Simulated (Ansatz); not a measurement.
Ga(NH2)3 (GaN3H6): single points at one geometry.

```yaml
crystal:
  periodic: [false, false, false]
  atoms:
    - {symbol: Ga, position_ang: [-0.000760, 0.000063, -0.043745]}
    - {symbol: N, position_ang: [1.815179, -0.009452, -0.120346]}
    - {symbol: H, position_ang: [2.361362, -0.848242, 0.023164]}
    - {symbol: H, position_ang: [2.370982, 0.819389, 0.042796]}
    - {symbol: N, position_ang: [-0.900826, 1.578798, -0.087537]}
    - {symbol: H, position_ang: [-1.894165, 1.642381, 0.090945]}
    - {symbol: H, position_ang: [-0.445422, 2.467710, 0.070702]}
    - {symbol: N, position_ang: [-0.918307, -1.568285, -0.104019]}
    - {symbol: H, position_ang: [-0.474470, -2.461968, 0.060541]}
    - {symbol: H, position_ang: [-1.913574, -1.620392, 0.067510]}
basis:
  gaussian: {orbitals: def2-TZVP, initial_orbitals: start.molden}
hamiltonian: {xc: r2scan, dispersion: d4}
scf: {omitted_lower_state_checks: [starts]}
output: {forces: true, orbitals: {seedname: orbitals}}
```

The file start.molden holds the orbitals of an earlier run on this structure, at another level or in another basis.

```sh
$ ansatz run in.yaml --threads 4 --pin off --events-out ev --progress --plain --max-ram 3916MiB
```

Shortened log:

```
Functional definition: r2SCAN
  name "r2SCAN"
  cite "Furness, Kaplan, Ning, Perdew & Sun, J. Phys. Chem. Lett. 11, 8208 (2020) doi:10.1021/acs.jpclett.0c02405"
  cite "Furness, Kaplan, Ning, Perdew & Sun, J. Phys. Chem. Lett. 11, 9248 (2020) doi:10.1021/acs.jpclett.0c03077"
  parent r2scan
  parameter k0 = 0.174
  parameter k1 = 0.065
  parameter a1 = 4.9479
  exchange = r2scan_x(k0 = k0, k1 = k1, a1 = a1)
  correlation = r2scan_c
these checks for a lower state are left out or cut short: starts
1097 factors; their error is unknown
mean field evaluation 1: about -56946.6779 eV, gradient 6.3e0 eV
mean field evaluation 2: about -56946.7107 eV, gradient 5.1e-2 eV
mean field evaluation 4: about -56946.6834 eV, gradient 1.4e-4 eV
mean field -56946.68342556 eV, -2092.7520160410 hartree, gradient 1.8e-5 eV, S^2 0.000000; 0 other end points of the search recorded, 0 dependent functions left out
the calculation of the forces begins
reference -56946.68343720 eV, -2092.7520164688 hartree; 29, 29 occupied and 148, 148 virtual orbitals, 1097 factors
Total energy: -56946.72711724 eV, -2092.7536216807 hartree
Atom 0 at    -0.000760     0.000063    -0.043745 Å, force     0.000923    -0.000636     0.111139 eV/Å
Atom 1 at     1.815179    -0.009452    -0.120346 Å, force     0.263833    -0.001100    -0.003059 eV/Å
Atom 2 at     2.361362    -0.848242     0.023164 Å, force    -0.119538     0.182795    -0.014316 eV/Å
Atom 3 at     2.370982     0.819389     0.042796 Å, force    -0.122060    -0.181586    -0.019648 eV/Å
Atom 4 at    -0.900826     1.578798    -0.087537 Å, force    -0.130658     0.228289     0.003026 eV/Å
Atom 5 at    -1.894165     1.642381     0.090945 Å, force     0.217690    -0.014454    -0.022459 eV/Å
Atom 6 at    -0.445422     2.467710     0.070702 Å, force    -0.098639    -0.194153    -0.017370 eV/Å
Atom 7 at    -0.918307    -1.568285    -0.104019 Å, force    -0.131994    -0.227181     0.001872 eV/Å
Atom 8 at    -0.474470    -2.461968     0.060541 Å, force    -0.096313     0.195779    -0.019301 eV/Å
Atom 9 at    -1.913574    -1.620392     0.067510 Å, force     0.216755     0.012246    -0.019883 eV/Å
Dipole moment:     0.003903    -0.000807     0.288188 e Å
Checks for a lower state left out: starts
```

Hardware: 4 threads of Arm Neoverse V2 on a shared host. Wall time 3 s.

First input, but with `hamiltonian: {xc: pbe}`, `correlation: {method: rpa}` and without the key `output` (abridged; 2.6 s):

```
Functional definition: PBE
mean field -56935.95462275 eV, -2092.3577398099 hartree, gradient 2.0e-6 eV, S^2 0.000000
12 core orbitals not correlated: weight in the atoms' cores, before any rotation towards them, 1.000 or more for the frozen orbitals, at most 0.000 for the correlated occupied ones
Total energy: -56912.67708956 eV, -2091.5023062431 hartree
Checks for a lower state left out: starts
```

First input, but with `gaussian: {orbitals: 6-31G}`, `hamiltonian: {xc: hf}`, `output: {orbitals: {seedname: orbitals}}` (abridged; 0.35 s):

```
Functional definition: HF
mean field -56865.80739049 eV, -2089.7798765718 hartree, gradient 1.8e-5 eV, S^2 0.000000
Total energy: -56865.80739049 eV, -2089.7798765718 hartree
Checks for a lower state left out: starts
```

The first input with `hamiltonian: {xc: {name: LC-wPBE}}`, `output: {orbitals: {seedname: orbitals}}` (abridged; 1.9 s):

```
Functional definition: LC-wPBE
mean field -56940.18170196 eV, -2092.5130821057 hartree, gradient 1.1e-5 eV, S^2 0.000000
Total energy: -56940.18170197 eV, -2092.5130821060 hartree
Checks for a lower state left out: starts
```

The first input with `gaussian: {orbitals: def2-SVP, initial_orbitals: start.molden}`, `hamiltonian: {xc: pbe, dispersion: d4}`, `output: {orbitals: {seedname: orbitals}}` (abridged; 0.75 s):

```
Functional definition: PBE
mean field -56923.53470720 eV, -2091.9013163321 hartree, gradient 1.5e-5 eV, S^2 0.000000
Total energy: -56923.71340085 eV, -2091.9078832025 hartree
Checks for a lower state left out: starts
```

As the first input, with `hamiltonian: {xc: {name: r2SCAN0}, dispersion: d4}`, `output: {orbitals: {seedname: orbitals}}` (abridged; 3.4 s):

```
Functional definition: r2SCAN0
mean field -56945.36683870 eV, -2092.7036323663 hartree, gradient 2.0e-5 eV, S^2 0.000000
Total energy: -56945.41843325 eV, -2092.7055284311 hartree
Checks for a lower state left out: starts
```

The first input with `hamiltonian: {xc: {name: B97M-V}}`, `output: {orbitals: {seedname: orbitals}}` (abridged; 4.9 s):

```
Functional definition: B97M-V
mean field -56938.45447439 eV, -2092.4496076631 hartree, gradient 1.6e-5 eV, S^2 0.000000
Total energy: -56938.45453393 eV, -2092.4496098511 hartree
Checks for a lower state left out: starts
```

Geometry: PBE0-D4/def2-SVP.

The 6-31G sets use Cartesian d functions. LC-ωPBE has ω = 0.4 bohr⁻¹. Correlated methods freeze 12 core orbitals; core or outer-core shells of Ga are correlated, in sets that lack core-valence functions.
